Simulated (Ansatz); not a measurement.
`C[B](Cl)[InH2]` + H₂Se → `CB(Cl)[SeH]` + `[InH3]` at 700 K and 1 bar (cleavage of the B–In bond).

Computed with Ansatz on PBE0-D4/def2-TZVP structures; ΔE is electronic, products minus reactants. CBS: MP2 limit from def2 TZ/QZ plus the TZ coupled-cluster correction, frozen cores. Elements past krypton have def2 core potentials. For In, Se outer-core shells are correlated without core-valence functions, which leaves a few kJ/mol of doubt a bond. Scalar relativity is left out up to krypton. Each species was taken in one conformer, which may not be the lowest.

```
         species  CCSD(T)/CBS energy (Eh)  H − E (kJ/mol)  S (J/(mol·K))
`C[B](Cl)[InH2]`               -715.45322           213.3          478.0
            H₂Se              -2401.89790            61.1          251.1
   `CB(Cl)[SeH]`              -2925.81492           195.3          426.9
        `[InH3]`               -191.56739            77.3          275.7
```

H − E and S are ideal-gas, rigid-rotor, harmonic terms from PBE0-D4/def2-TZVP, for one conformer and one mirror image of each species. 1 Eh = 2625.50 kJ/mol, R = 8.31446 J/(mol·K).

Problem. By hand: ΔE, ΔH, ΔS and ΔG.

Solution. ΔE = (-2925.81492) + (-191.56739) − (-715.45322) − (-2401.89790) = -0.03119 Eh = -81.9 kJ/mol. Δ(H − E) = 195.3 + 77.3 − 213.3 − 61.1 = -1.8, so ΔH = -83.7 kJ/mol. ΔS = 426.9 + 275.7 − 478.0 − 251.1 = -26.5 J/(mol·K). ΔG = -83.7 − 700 × (-26.5)/1000 = -65.2 kJ/mol.

Problem. By hand: the equilibrium constant, and the temperature at which ΔG would vanish if ΔH and ΔS stayed fixed.

Solution. log₁₀ K = −ΔG/(RT ln 10) = 4.9. ΔG = 0 at ΔH/ΔS = 3158 K, far beyond where these terms or the molecules hold.

ΔH outweighs TΔS. A doubt of 5 kJ/mol in ΔE shifts log₁₀ K by 0.4 here. Other conformers and mirror images would add mixing entropy, several J/(mol·K) or more a flexible species. These are equilibria of isolated gas molecules and say nothing of rates. Largest T1 diagnostic: 0.014 (customary marks: 0.02 for closed shells, 0.045 for open ones).
